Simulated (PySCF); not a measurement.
Compound: C7H16N2Si.
Bonds: C1–C2 (double), C2–C3, C3–N4, N4–Si5, N4–N6, N6–C7, C7–C8, C8–C9, C9–C10, N6–C10. Hydrogens: H11, H12 on C1; H13 on C2; H14, H15 on C3; H16, H17, H18 on Si5; H19, H20 on C7; H21, H22 on C8; H23, H24 on C9; H25, H26 on C10.

Level: PBE0/pcSseg-1 in PySCF, non-relativistic, on one gas-phase PBE0-D3(BJ)/def2-SVP geometry that isn't relaxed in the solvent. The solvent is an IEF-PCM continuum (van der Waals radii × 1.2). Specific hydrogen bonds and non-electrostatic terms are outside this model.

Gas phase at PBE0/pcSseg-1: HOMO -6.13 eV, LUMO 0.22 eV, dipole 0.80 D.

Task: What does the continuum do to the energy, the frontier levels and the dipole at PBE0/pcSseg-1 in chloroform?

Result: 
| solvent | ε | E(solvent) − E(gas) (kJ/mol) | polarisation term (kJ/mol) | distortion of the solute (kJ/mol) | HOMO (eV) | LUMO (eV) | dipole (D) |
| --- | --- | --- | --- | --- | --- | --- | --- |
| chloroform | 4.711 | -7.69 | -8.15 | 0.46 | -6.12 | 0.22 | 0.87 |

The first energy column is the sum of the next two and covers electrostatics alone.

Task: Which Hirshfeld charges (PBE0/pcSseg-1) respond most in chloroform (means over atoms taken as equivalent)?

Result: 
```json
{"atoms": "C1", "environment": "terminal =CH2 carbon", "gas (e)": "-0.100", "solvent (e)": "-0.106", "change": "-0.006"}
{"atoms": "N6", "environment": "hydrazine nitrogen", "gas (e)": "-0.047", "solvent (e)": "-0.052", "change": "-0.005"}
{"atoms": "H13", "environment": "vinylic hydrogen", "gas (e)": "+0.041", "solvent (e)": "+0.043", "change": "+0.002"}
{"atoms": "H14/H15", "environment": "methylene hydrogen", "gas (e)": "+0.040", "solvent (e)": "+0.042", "change": "+0.002"}
{"atoms": "H12", "environment": "vinylic hydrogen", "gas (e)": "+0.045", "solvent (e)": "+0.047", "change": "+0.002"}
{"atoms": "C3", "environment": "sp3 carbon bound to nitrogen", "gas (e)": "-0.031", "solvent (e)": "-0.032", "change": "-0.001"}
{"atoms": "C2", "environment": "alkene CH carbon", "gas (e)": "-0.045", "solvent (e)": "-0.046", "change": "-0.001"}
{"atoms": "N4", "environment": "hydrazine nitrogen", "gas (e)": "-0.128", "solvent (e)": "-0.129", "change": "-0.001"}
```
